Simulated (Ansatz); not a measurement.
Ideal-gas functions of ClI$_{3}$Ti (`[Cl][Ti]([I])([I])[I]`) at 298.15 K and 1 bar, from an Ansatz frequency run at PBE0-D4/def2-TZVP.

Molar mass 464.03 g/mol, point group C3v (symmetry number 3), electronic degeneracy 1, moments of inertia 1387.395, 1387.395, 2153.247 u Å². Harmonic wavenumbers (cm⁻¹, unscaled): 56, 56, 77, 91, 91, 205, 337, 337, 485.

Use S(trans) = R[1.5 ln M + 2.5 ln T − 1.1517]; rotational temperatures θ = 24.2544 K / I; S(rot) = R[ln(√π/σ · √(T³/θAθBθC)) + 1.5]; for each mode x = 1.438777 ν̃/T, S = R[x/(eˣ − 1) − ln(1 − e⁻ˣ)] and H = RT x/(eˣ − 1); 1 cm⁻¹ = 0.0119627 kJ/mol; R = 8.31446 J/(mol·K).

Question: By hand: the entropy, in J/(mol·K).

Answer: Translation 185.4. Rotation: θ = 0.0175, 0.0175, 0.0113 K, giving 131.4. Vibration, mode by mode: 19.22, 19.22, 16.59, 15.22, 15.22, 8.74, 5.13, 5.13, 2.92, in all 107.4. Electronic 0.0. Sum 424.2 J/(mol·K).

Question: By hand: H − E and G − E in kJ/mol, counted from the electronic energy.

Answer: Zero-point energy ½ × 1735 × 0.0119627 = 10.4; thermal vibration 14.4; translation, rotation and pV give 4 RT = 9.9. H − E = 34.7 kJ/mol, and G − E = 34.7 − 298.15 × 424.2/1000 = -91.8 kJ/mol.

Vibration gives 25 % of the entropy, 85.5 J/(mol·K) of it from the modes under 150 cm⁻¹: soft modes count most, and the harmonic formula is weakest for them.
